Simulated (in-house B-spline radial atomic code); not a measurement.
A run on Ti⁻ that did not converge. Method: scalar-relativistic (X2C) wB97X, spin-polarised, spherical fractional occupations, Fermi nucleus of rms radius 3.5921 fm; computed with an all-electron radial atomic-structure program (B-spline basis).

Command:
```bash
python run_scf.py task.json out
```
Settings (nuclear radius in fm, mass in u):
```
Z                22
configuration    [Ar] 3d3 4s2
hamiltonian      x2c
method           wb97x
spin_polarised   True
nucleus          fermi
rms_radius       3.5921
atomic_mass      47.94794
speed_of_light   137.035999084
```

First and last ten iterations of the last attempt (damped for 15 steps, keeping 80 % of the old Fock matrix, then DIIS):
```
 iter        energy (Eh)    residual
    1        -849.861634    3.00e-01
    2        -850.278579    2.56e-01
    3        -851.814813    1.68e-01
    4        -852.660386    1.06e-01
    5        -853.112501    6.43e-02
    6        -853.347063    3.76e-02
    7        -853.465948    2.62e-02
    8        -852.180074    8.28e-02
    9        -853.323338    4.38e-02
   10        -853.449690    2.66e-02
  111        -853.503486    5.01e-03
  112        -853.503423    7.38e-03
  113        -853.503406    5.91e-03
  114        -853.503375    5.40e-03
  115        -853.503196    5.13e-03
  116        -853.502714    7.22e-03
  117        -853.502580    7.94e-03
  118        -853.502763    5.02e-03
  119        -853.502744    6.47e-03
  120        -853.502648    6.35e-03
 not converged after 120 iterations
```

The smallest residual met was 4.4e-03; the threshold is about 2e-07. No energy from this run should be used.Radii and densities under X2C are those of the two-component orbitals, without the picture-change correction, which makes inner s shells of heavy atoms about 5 % too small.
